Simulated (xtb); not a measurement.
C5H7N, SMILES C#CC/C=N/C. All values are semi-empirical tight-binding results from xtb (GFN2-xTB unless named), good for trends rather than for accurate numbers. Geometry: GFN2-xTB. The structure was generated by enumeration; whether it is a known compound was not checked. Other conformers were not sampled.

Computed properties:
```yaml
orbital_gap: 3.86 eV
dipole_moment: 1.17 D
zero_point_energy: 64.6 kcal/mol
G − E(el) at 298.15 K (modified RRHO): 45.1 kcal/mol
static polarisability (D4 model): 64.5 bohr³
solvation energy, GFN2-xTB/ALPB(water): -3.0 kcal/mol
solvation energy, GFN2-xTB/ALPB(acetone): -6.8 kcal/mol
```

Computed IR lines (harmonic; lines under 4 % of the strongest left out, lines within 3 cm⁻¹ merged):
ν (cm⁻¹): 205 (w), 277 (w), 641 (m), 667 (m), 1030 (m), 1108 (m), 1120 (w), 1167 (w), 1254 (w), 1336 (m), 1416 (w), 1474 (w), 1767 (s), 2296 (m), 2816 (vs), 2879 (vs), 2924 (m), 2983 (m), 3000 (m), 3398 (w) (against the strongest line: vs over 80 %, s over 45 %, m over 15 %, w over 4 %, vw less)
